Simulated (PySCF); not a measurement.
# `[SiH3]c1ccc(C=S)cc1`, C$_{7}$H$_{8}$SSi

Geometry:
```tsv
atom	x (Å)	y (Å)	z (Å)
Si1	3.207	-0.309	-0.135
C2	1.327	-0.221	-0.099
C3	0.657	0.323	1.008
C4	-0.730	0.396	1.038
C5	-1.494	-0.075	-0.043
C6	-2.949	0.017	0.021
S7	-4.018	-0.461	-1.105
C8	-0.829	-0.621	-1.153
C9	0.557	-0.691	-1.178
H10	3.640	-0.992	-1.390
H11	3.796	1.064	-0.088
H12	3.713	-1.069	1.048
H13	1.226	0.697	1.865
H14	-1.239	0.822	1.908
H15	-3.322	0.468	0.956
H16	-1.433	-0.985	-1.988
H17	1.052	-1.121	-2.053
```

The calculation used PySCF, TDDFT CAM-B3LYP/aug-cc-pVDZ excited states, vertical, gas phase. Geometry: PBE0-D3(BJ)/def2-SVP.

**Question.** Give the one- and two-photon strengths of the lowest singlets.

**Answer.** δ for parallel linear polarisation; σ at the peak of a Lorentzian of half width 0.1 eV, single beam; Ω is circular over linear.
```csv
state,E (eV),f,photon λ (nm),δ (au),σ (GM),Ω,main
S1,2.19,0.000,1133,0.33,0.00,1.50,HOMO→LUMO 0.94
S2,4.17,0.504,594,715,4.56,0.62,HOMO−1→LUMO 0.94
S3,4.45,0.067,557,98,0.71,0.84,"HOMO−2→LUMO 0.84, HOMO−1→LUMO+2 0.10"
S4,5.74,0.000,432,0.93,0.01,1.50,HOMO→LUMO+2 0.96
S5,5.85,0.000,424,10,0.13,1.49,"HOMO−4→LUMO 0.72, HOMO−6→LUMO 0.13"
S6,5.88,0.055,422,304,3.85,1.27,"HOMO→LUMO+1 0.31, HOMO→LUMO+5 0.18"
```

Among these, the strongest one-photon state is S2, the strongest two-photon state S2, with a dipole change of 2.9 D (relaxed, norm of the difference vector).
